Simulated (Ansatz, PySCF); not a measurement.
CH4Be, singlet, geometry from GFN2-xTB (such geometries of metal compounds can be far from the true shape), with bond 5-3 at 1.4 times its length. Base run: CASSCF(6,4)/cc-pVDZ (PySCF).

Here is a job for PySCF.
```python
from pyscf import gto, scf, mcscf
import numpy

mol = gto.Mole()
mol.atom = '''
    Be   -0.97968577   -0.51564552   -0.12476201
    H    -2.10477067   -1.10782007   -0.26804046
    C     0.53748935    0.28290089    0.06844874
    H     1.06574563    0.02784965    0.98952794
    H     0.44649040    1.80872670    0.09778372
    H     1.26034193    0.07237070   -0.72253415
'''
mol.basis = 'cc-pvdz'
mol.verbose = 4
mol.build()

mf = scf.RHF(mol)
mf.kernel()
mc = mcscf.CASSCF(mf, 4, 6)
mc.fix_spin_(ss=0.0)
mc.kernel()
occ = numpy.linalg.eigvalsh(mc.fcisolver.make_rdm1(mc.ci, mc.ncas, mc.nelecas))[::-1]
ss = mc.fcisolver.spin_square(mc.ci, mc.ncas, mc.nelecas)[0]
print('natural occupations', occ.round(4), ' <S^2>', round(ss, 4))
```

Programs used: Ansatz (an electronic-structure program), PySCF; a row that names a program was run with it.

Each row names what was changed in the base input (with any setting that the change needs).

```
change                                                ΔE vs base (mEh)                           natural occupations  <S^2> of the state        outcome
----------------------------------------------------  ----------------  --------------------------------------------  ------------------  -------------
base                                                             0.000                           2.00 2.00 1.94 0.07                0.00      converged
conv_tol = 1e-5                                                  0.002                           2.00 2.00 1.94 0.07                0.00      converged
active space = 8 electrons, 9 orbitals                         -54.793  1.98 1.98 1.98 1.93 0.06 0.02 0.02 0.01 0.01                0.00      converged
state_average = 2 states                                        13.973                                             -                   -      converged
fix_spin_ = off                                                  0.000                           2.00 2.00 1.94 0.07                0.00      converged
code = ansatz                                                   -0.073                                             -                   -      converged
active space = 6 electrons, 5 orbitals                          -7.423                      2.00 1.99 1.94 0.07 0.01                0.00      converged
start = MP2 natural orbitals                                         -                                             -                   -  not converged
active space = 6 electrons, 8 orbitals                         -41.371       1.98 1.97 1.94 0.06 0.02 0.01 0.01 0.01                0.00      converged
code = ansatz; correction = SC-NEVPT2, all electrons            -169.1                                             -                   -      converged
solver = newton                                                  0.000                           2.00 2.00 1.94 0.07                0.00      converged
```

Active orbitals are taken around the Fermi level unless the row says otherwise; CASSCF can end in different local minima, and two programs can end on different orbitals. State-averaged rows give the lowest state.
